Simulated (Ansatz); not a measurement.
The first iterations of a band of CH5NSSi (9 atoms, charge 0, multiplicity 1).

Theory: RKS B3LYP-D4/def2-SVP in Ansatz.

```yaml
movable_images: 5
climbing_image: yes
spring: 5.0 eV/Å²
optimiser: quadratic models (default)
start_path: through a guess of the saddle point
force_threshold: 0.05 eV/Å
iteration_limit: 44
end_points: relaxed
```

First end point:

```xyz
9
Properties=species:S:1:pos:R:3
C -0.050 1.384 -1.173
N 0.056 0.904 -0.008
Si 0.424 -0.767 0.382
S -1.252 -1.649 1.402
H 0.090 0.803 -2.112
H -0.298 2.453 -1.323
H 1.640 -0.744 1.236
H 0.636 -1.635 -0.818
H -1.245 -0.748 2.413
```

Last end point:

```xyz
9
Properties=species:S:1:pos:R:3
C -0.193 1.365 -1.001
N 0.766 0.615 -0.663
Si 0.677 -0.860 0.278
S -1.316 -1.420 0.936
H -1.254 1.178 -0.728
H -0.010 2.272 -1.608
H 1.573 -0.680 1.449
H 1.135 -1.979 -0.583
H -1.377 -0.492 1.920
```

| iteration | highest image above the first end (eV) | largest band force component (eV/Å) |
| --- | --- | --- |
| 1 | 2.650 | 10.701 |
| 2 | 0.372 | 2.135 |
| 3 | 0.290 | 2.104 |
| 4 | 0.156 | 1.487 |
| 5 | 0.132 | 0.957 |
| 6 | 0.106 | 0.609 |
| 7 | 0.100 | 0.325 |
| 8 | 0.119 | 0.509 |
| 9 | 0.123 | 0.627 |
| 10 | 0.103 | 0.672 |

Does the band converge within its limit, and where does its top end?

The run converged. It ended after 31 iterations with the highest image 0.081 eV above the first end. The profile has 2 maxima (images 2, 4) with wells between them (image 3): this band takes more than one step, which may be the mechanism or a detour left from its start path. A vibrational analysis at the climbing image gives one clearly imaginary mode, 135i cm⁻¹: a first-order saddle point.

Time of the run: 8.9 min on 1 thread of Intel(R) Xeon(R) Platinum 8375C CPU @ 2.90GHz (Ice Lake) (shared host), peak memory 0.2 GiB.
